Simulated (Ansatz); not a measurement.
Isolated molecules relaxed with PBE0-D4/def2-TZVP in Ansatz; ΔE leaves out vibrations. CCSD(T)/CBS adds triple-zeta CCSD(T) − MP2 to the extrapolated MP2 energy (def2 sets, frozen cores). This one scheme is used for every species. DFT in def2-TZVPP. HSE06 is defined as in plane-wave codes. Open shells (•) are unrestricted, without spin–orbit coupling. Each species was taken in one conformer, which may not be the lowest.

Reaction (homolysis of the Al–O bond): `C[O][AlH][F]` → `[F][AlH]`• + `C[O]`•

```json
{"level": "HSE06-D4", "ΔE (eV)": "4.90"}
{"level": "B2PLYP", "ΔE (eV)": "5.11"}
```

Task: What does CCSD(T)/CBS give? (Best estimate.)

Result: Ansatz gave: +5.33 eV. The listed levels differ from it by -0.43, -0.22 eV.

Largest T1 diagnostic among the species: 0.019.

At CCSD(T), def2-SVP lies −0.25 eV from the extrapolated value and def2-TZVPP −0.14 eV: correlation converges slowly with the basis, and small sets miss more of it in the bonded molecule than in its fragments. In def2-TZVPP, CCSD(T) changes the Hartree–Fock value by +1.32 eV (the triples alone add +0.08 eV) and MP2 by +1.68 eV; breaking electron pairs costs correlation energy, which Hartree–Fock lacks.
